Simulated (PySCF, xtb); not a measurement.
Si(Cl)2(GeH3)(OH) (Cl2GeH4OSi), SMILES O[Si](Cl)(Cl)[GeH3].

GFN2-xTB (xtb) at its own geometry gives an orbital gap of 5.75 eV and a dipole moment of 2.18 D.

Coordinates come from a ωB97X-D3(BJ)/def2-SVP optimisation. The structure was generated by enumeration, and PubChem lists no compound with its InChIKey, so it may never have been made. Other conformers were not sampled.

Q: What does PySCF with PBE/def2-TZVP give? (An estimate is asked for; the answer gives what the named calculation found.)

A: gap 6.30 eV (levels -7.33 and -1.02 eV), dipole 0.84 D.
